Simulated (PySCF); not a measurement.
One of the candidates below gave these computed data.

All candidates are C7H15NSi.

* 1H NMR: chemical shifts (computed TMS as zero) by class: 4.22 (1 H), 4.12 (1 H), 3.02 (1 H), 2.30 (6 H), 2.07 (3 H), 0.16 (3 H) ppm [GIAO PBE0/pcSseg-1]
* Dipole: 0.94 D [PBE0/pcSseg-1]
* Rotational structure: rotational constants A, B, C: 1.711, 0.867, 0.664 GHz [GFN2-xTB]
* 13C NMR: chemical shifts (computed TMS as zero) by class: 91.0 (1 C), 79.8 (1 C), 46.9 (1 C), 44.7 (2 C), 4.9 (1 C), -8.6 (1 C) ppm [GIAO PBE0/pcSseg-1]
* NMR, other nuclei: isotropic shieldings of nuclei other than C and H, by class: 233 (1 N), 389 (1 Si) ppm [GIAO PBE0/pcSseg-1]

Gas-phase values; electronic properties from PySCF, density fitting. Levels stand in brackets. Geometry: GFN2-xTB, one conformer, isolated molecule. Each NMR value is the plain mean over a class of atoms that symmetry, rotation or inversion makes alike.

Question: Which candidate is it?
A. `C1CC([C@@H]2CN[SiH2]C2)C1`
B. `C=C(C)[C@@H]1CCN([SiH3])C1`
C. `C=C1C[C@@H](CC)[C@@H]1N[SiH3]`
D. `CC#C[C@@H]([SiH2]C)N(C)C`
E. `C=C/C(C)=N\[C@@H]([SiH3])CC`

Answer: D. It is `CC#C[C@@H]([SiH2]C)N(C)C`. Numbering: `[CH3:1][C:2]#[C:3][C@@H:4]([SiH2:5][CH3:6])[N:7]([CH3:8])[CH3:9]`. Its formula, C7H15NSi, gives 2 degrees of unsaturation: 0 rings and 2 π bonds in the structure found. 7 carbons fall into 6 classes; from least to most shielded: alkyne carbon [C2] (91.0 ppm), alkyne carbon [C3] (79.8 ppm), sp3 carbon bound to nitrogen [C4] (46.9 ppm), N-methyl carbon [C8/C9] (44.7 ppm, 2 C, up to 6.6 ppm apart in this geometry), propargylic carbon [C1] (4.9 ppm), Si-methyl carbon [C6] (-8.6 ppm). Hydrogen classes from least to most shielded: 1 H on an SiH2 silicon, Si5 (4.22 ppm), 1 H on an SiH2 silicon, Si5 (4.12 ppm), 1 H on an sp3 carbon bound to nitrogen, C4 (3.02 ppm), 6 H on 2 N-methyl carbons, C8/C9 (2.30 ppm, a mean of values up to 0.6 ppm apart in this geometry), 3 H on a propargylic carbon, C1 (2.07 ppm), 3 H on an Si-methyl carbon, C6 (0.16 ppm, a mean of values up to 0.7 ppm apart in this geometry). The other shieldings belong to: 233 ppm, tertiary amine nitrogen [N7]; 389 ppm, SiH2 silicon [Si5]. The optimised geometry has point group C1 and is an asymmetric top.

The others, at the same levels:
- `C=C/C(C)=N\[C@@H]([SiH3])CC` fails: it has 7 carbon classes against 6; its computed 13C shifts are 164.8 (1 C), 132.1 (1 C), 128.3 (1 C), 52.6 (1 C), 32.8 (1 C), 27.5 (1 C), 16.8 (1 C) ppm, 1H shifts are 6.93 (1 H), 5.86 (1 H), 5.86 (1 H), 3.70 (3 H), 3.65 (1 H), 2.26 (3 H), 2.03 (1 H), 1.67 (1 H), 1.01 (3 H) ppm and rotational constant A is 1.636 GHz (against 1.711 GHz).
- `C=C(C)[C@@H]1CCN([SiH3])C1` fails: it has 7 carbon classes against 6; its computed 13C shifts are 155.0 (1 C), 114.6 (1 C), 59.6 (1 C), 51.4 (1 C), 50.7 (1 C), 34.2 (1 C), 27.1 (1 C) ppm, 1H shifts are 5.14 (1 H), 5.00 (1 H), 4.67 (3 H), 3.44 (1 H), 3.44 (1 H), 3.16 (1 H), 2.61 (1 H), 2.57 (1 H), 1.90 (1 H), 1.89 (1 H), 1.86 (3 H) ppm and rotational constant A is 2.978 GHz (against 1.711 GHz).
- `C=C1C[C@@H](CC)[C@@H]1N[SiH3]` fails: it has 7 carbon classes against 6; its computed 13C shifts are 165.4 (1 C), 112.4 (1 C), 65.8 (1 C), 49.1 (1 C), 34.5 (1 C), 33.3 (1 C), 14.6 (1 C) ppm, 1H shifts are 5.59 (1 H), 5.27 (1 H), 4.78 (3 H), 3.13 (1 H), 2.60 (1 H), 2.04 (1 H), 1.80 (1 H), 1.55 (1 H), 1.29 (1 H), 1.13 (3 H), 0.07 (1 H) ppm and rotational constant A is 1.524 GHz (against 1.711 GHz).
- `C1CC([C@@H]2CN[SiH2]C2)C1` fails: it has 7 carbon classes against 6; its computed 13C shifts are 54.3 (1 C), 51.3 (1 C), 42.0 (1 C), 27.8 (1 C), 27.7 (1 C), 17.5 (1 C), 15.0 (1 C) ppm, 1H shifts are 4.98 (1 H), 4.94 (1 H), 3.44 (1 H), 2.53 (1 H), 2.23 (1 H), 2.07 (1 H), 2.02 (1 H), 1.95 (1 H), 1.89 (1 H), 1.86 (1 H), 1.77 (1 H), 1.70 (1 H), 1.16 (1 H), 0.29 (1 H), -0.12 (1 H) ppm and rotational constant A is 3.607 GHz (against 1.711 GHz).

Each candidate is one conformer, not necessarily the lowest. The conformers computed, where there is a choice (atom-mapped SMILES and torsion angles):
- `[CH3:1][C:2]#[C:3][C@@H:4]([SiH2:5][CH3:6])[N:7]([CH3:8])[CH3:9]`: C3–C4–Si5–C6 170°, C3–C4–N7–C8 -56°
- `[CH2:1]=[CH:2]/[C:3]([CH3:4])=[N:5]\[C@@H:6]([SiH3:7])[CH2:8][CH3:9]`: C1–C2–C3–C4 5°, C3–N5–C6–Si7 90°, N5–C6–C8–C9 67°
- `[CH2:1]=[C:2]1[CH2:3][C@@H:4]([CH2:5][CH3:6])[C@@H:7]1[NH:8][SiH3:9]`: C3–C4–C5–C6 174°, C4–C7–N8–Si9 157°

The conformers of `C=C(C)[C@@H]1CCN([SiH3])C1` and `C1CC([C@@H]2CN[SiH2]C2)C1` aren't listed.
